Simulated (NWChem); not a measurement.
System: ScClF2; SMILES [F][Sc]([F])[Cl]

Here is an NWChem input.

```
start job
memory heap 200 mb stack 900 mb global 1100 mb
geometry units angstroms noautoz
  Sc     0.000000     0.000000    -0.374583
  F      0.000000     1.544569    -1.316350
  F      0.000000    -1.544569    -1.316350
  Cl     0.000000     0.000000     1.918506
end
basis spherical
  * library def2-svp
end
dft
  xc pbe0
  iterations 150
  mulliken
end
task dft energy
```

NWChem printed, in part:

```
             Northwest Computational Chemistry Package (NWChem) 7.3.0
             --------------------------------------------------------

 C2V symmetry detected

                             Geometry "geometry" -> ""
                             -------------------------

 Output coordinates in angstroms (scale by  1.889725989 to convert to a.u.)

  No.       Tag          Charge          X              Y              Z
 ---- ---------------- ---------- -------------- -------------- --------------
    1 Sc                  21.0000     0.00000000     0.00000000    -0.39340548
    2 F                    9.0000     0.00000000     1.54456900    -1.33517248
    3 F                    9.0000     0.00000000    -1.54456900    -1.33517248
    4 Cl                  17.0000     0.00000000     0.00000000     1.89968352

 Effective nuclear repulsion energy (a.u.)     252.0047976055

      Symmetry information
      --------------------

 Group name             C2v
 Group number             16
 Group order               4
 No. of unique centers     3

                                 NWChem DFT Module
                                 -----------------

 Summary of "ao basis" -> "ao basis" (spherical)
 ------------------------------------------------------------------------------
       Tag                 Description            Shells   Functions and Types
 ---------------- ------------------------------  ------  ---------------------
 Sc                         def2-svp                11       31   5s3p2d1f
 F                          def2-svp                 6       14   3s2p1d
 Cl                         def2-svp                 8       18   4s3p1d

      Symmetry analysis of basis
      --------------------------

        a1         33
        a2          8
        b1         15
        b2         21

            General Information
            -------------------
          SCF calculation type: DFT
          Wavefunction type:  closed shell.
          No. of atoms     :     4
          No. of electrons :    56
           Alpha electrons :    28
            Beta electrons :    28
          Charge           :     0
          Spin multiplicity:     1
          Use of symmetry is: on ; symmetry adaption is: on
          Maximum number of iterations: 150
          AO basis - number of functions:    77
                     number of shells:    31
          Convergence on energy requested:  1.00D-06
          Convergence on density requested:  1.00D-05
          Convergence on gradient requested:  5.00D-04

              XC Information
              --------------
                         PBE0 Method XC Functional
                     Hartree-Fock (Exact) Exchange  0.250
          PerdewBurkeErnzerhof Exchange Functional  0.750
            Perdew 1991 LDA Correlation Functional  1.000 local
           PerdewBurkeErnz. Correlation Functional  1.000 non-local

             Grid Information
             ----------------
          Grid used for XC integration:  medium
          Radial quadrature: Mura-Knowles
          Angular quadrature: Lebedev.
          Tag              B.-S. Rad. Rad. Pts. Rad. Cut. Ang. Pts.
          ---              ---------- --------- --------- ---------
          Sc                  1.60      112          10.0       590
          F                   0.50       49           9.0       434
          Cl                  1.00       88          10.0       590
          Grid pruning is: on
          Number of quadrature shells:   249
          Spatial weights used:  Erf1

      Superposition of Atomic Density Guess
      -------------------------------------

 Sum of atomic energies:       -1417.54041652

      Non-variational initial energy
      ------------------------------

 Total energy =   -1417.346394
 1-e energy   =   -2454.849629
 2-e energy   =     785.498438
 HOMO         =      -0.465480
 LUMO         =      -0.086011

      Symmetry analysis of molecular orbitals - initial
      -------------------------------------------------

  Numbering of irreducible representations:

     1 a1          2 a2          3 b1          4 b2

  Orbital symmetries:

     1 a1          2 a1          3 a1          4 b2          5 a1
     6 b2          7 a1          8 b1          9 a1         10 a1
    11 b2         12 b1         13 a1         14 b2         15 a1
    16 b1         17 a1         18 b2         19 a1         20 a1
    21 a2         22 b2         23 b1         24 a1         25 b2
    26 a1         27 b1         28 b2         29 a1         30 a1
    31 b1         32 b1         33 a2         34 b2         35 a1
    36 a1         37 a1         38 b2

     ---------------------------------------------
      Total Density - Mulliken Population Analysis
     ---------------------------------------------

    Atom       Charge   Shell Charges
 -----------   ------   -------------------------------------------------------
    1 Sc  21    18.80   2.00  2.00  2.00  0.21 -0.01  6.00  6.01  0.16  0.17  0.21  0.06
    2 F    9     9.79   1.99  1.16  0.80  3.64  2.19  0.00
    3 F    9     9.79   1.99  1.16  0.80  3.64  2.19  0.00
    4 Cl  17    17.63   2.00  1.99  1.23  0.71  5.95  2.25  3.49  0.01

   convergence    iter        energy       DeltaE   RMS-Dens  Diis-err
 ---------------- ----- ----------------- --------- --------- ---------
 d= 0,ls=0.0,diis     1  -1419.6681514895 -1.67D+03  4.12D-02  1.70D+00
 d= 0,ls=0.0,diis     2  -1414.8715784139  4.80D+00  2.85D-02  6.47D+01
 d= 0,ls=0.0,diis     3  -1419.8384475348 -4.97D+00  4.85D-03  8.61D-01
 d= 0,ls=0.0,diis     4  -1419.9158904865 -7.74D-02  1.25D-03  2.53D-02
 d= 0,ls=0.0,diis     5  -1419.9187812875 -2.89D-03  5.33D-04  1.14D-03
  Resetting Diis
 d= 0,ls=0.0,diis     6  -1419.9189102449 -1.29D-04  1.70D-04  1.90D-04
 d= 0,ls=0.0,diis     7  -1419.9189409825 -3.07D-05  3.58D-05  2.40D-06
 d= 0,ls=0.0,diis     8  -1419.9189409314  5.11D-08  1.89D-05  2.93D-06
 d= 0,ls=0.0,diis     9  -1419.9189413350 -4.04D-07  1.91D-06  3.18D-08

         Total DFT energy =    -1419.918941335008
      One electron energy =    -2458.471463249667
           Coulomb energy =      874.346083857505
    Exchange-Corr. energy =      -87.798359548346
 Nuclear repulsion energy =      252.004797605500

 Numeric. integr. density =       55.999998822249

                  Occupations of the irreducible representations
                  ----------------------------------------------

                     irrep           alpha         beta
                     --------     --------     --------
                     a1               14.0         14.0
                     a2                1.0          1.0
                     b1                5.0          5.0
                     b2                8.0          8.0

                       DFT Final Molecular Orbital Analysis
                       ------------------------------------

 Vector   26  Occ=2.000000D+00  E=-3.605068D-01  Symmetry=a1
              MO Center= -4.4D-16, -2.4D-15,  1.6D+00, r^2= 1.9D+00
   Bfn.  Coefficient  Atom+Function         Bfn.  Coefficient  Atom+Function
  ----- ------------  ---------------      ----- ------------  ---------------
    72      0.559876  4 Cl pz                69      0.435784  4 Cl pz
    66      0.256167  4 Cl pz                 4     -0.201609  1 Sc s
    11      0.202472  1 Sc pz                17     -0.154971  1 Sc d  0
     3      0.129838  1 Sc s                 63      0.130333  4 Cl s
    14     -0.115882  1 Sc pz                36      0.098869  2 F  py

 Vector   27  Occ=2.000000D+00  E=-3.368815D-01  Symmetry=b1
              MO Center=  2.8D-16, -3.9D-16,  1.7D+00, r^2= 1.4D+00
   Bfn.  Coefficient  Atom+Function         Bfn.  Coefficient  Atom+Function
  ----- ------------  ---------------      ----- ------------  ---------------
    70      0.612066  4 Cl px                67      0.447652  4 Cl px
    64      0.263069  4 Cl px                18     -0.117919  1 Sc d  1
    12      0.107227  1 Sc px                23     -0.092236  1 Sc d  1
     9     -0.075268  1 Sc px

 Vector   28  Occ=2.000000D+00  E=-3.303508D-01  Symmetry=b2
              MO Center= -9.2D-16, -5.2D-16,  1.7D+00, r^2= 1.5D+00
   Bfn.  Coefficient  Atom+Function         Bfn.  Coefficient  Atom+Function
  ----- ------------  ---------------      ----- ------------  ---------------
    71      0.621905  4 Cl py                68      0.454094  4 Cl py
    65      0.266306  4 Cl py                10     -0.094033  1 Sc py
    13      0.081946  1 Sc py                36      0.074327  2 F  py
    50      0.074327  3 F  py                21      0.073726  1 Sc d -1
    39     -0.065032  2 F  py                53     -0.065032  3 F  py

 Vector   29  Occ=0.000000D+00  E=-9.831606D-02  Symmetry=a1
              MO Center=  2.8D-15, -1.2D-14, -4.0D-01, r^2= 2.4D+00
   Bfn.  Coefficient  Atom+Function         Bfn.  Coefficient  Atom+Function
  ----- ------------  ---------------      ----- ------------  ---------------
     4      0.540312  1 Sc s                 19      0.483379  1 Sc d  2
    17     -0.362388  1 Sc d  0               3     -0.313971  1 Sc s
    24      0.291625  1 Sc d  2              22     -0.176848  1 Sc d  0
     5      0.133208  1 Sc s                 63     -0.062691  4 Cl s
     2      0.062155  1 Sc s                 39     -0.060849  2 F  py

 Vector   30  Occ=0.000000D+00  E=-6.730241D-02  Symmetry=b1
              MO Center=  1.8D-15,  1.4D-15, -2.0D-01, r^2= 1.5D+00
   Bfn.  Coefficient  Atom+Function         Bfn.  Coefficient  Atom+Function
  ----- ------------  ---------------      ----- ------------  ---------------
    18      0.773277  1 Sc d  1              23      0.379260  1 Sc d  1
    70      0.248207  4 Cl px                67      0.140355  4 Cl px
    12     -0.101913  1 Sc px                35      0.093141  2 F  px
    49      0.093141  3 F  px                38     -0.084050  2 F  px
    52     -0.084050  3 F  px                64      0.080597  4 Cl px

[...]
```

Level: PBE0/def2-SVP. Structure relaxed at the PBE0/def2-SVP level.
